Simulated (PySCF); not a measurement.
BrF at B97-3

Level: B97-3. basis Br pcseg-1, F pcseg-1; no relativity; PySCF 2.14.

| Item | Value |
| --- | --- |
| state | ¹Σ⁺ (singlet), closed shell |
| bond length | 1.803 Å |
| harmonic wavenumber | 665 cm⁻¹ |
| force constant | 3.99 mdyn/Å |
| rotational constant Be | 0.3385 cm⁻¹ |
| anharmonicity ωexe | 3.07 cm⁻¹ |
| vibration–rotation constant αe | 0.00220 cm⁻¹ |
| well depth De to Br + F | 226 kJ/mol |
| dissociation energy D0 | 222 kJ/mol |
| HOMO–LUMO gap | 5.47 eV |
| bond order (Mayer) | 0.90 |
| dipole moment (positive dipole means Br(−)F(+)) | -1.73 D |
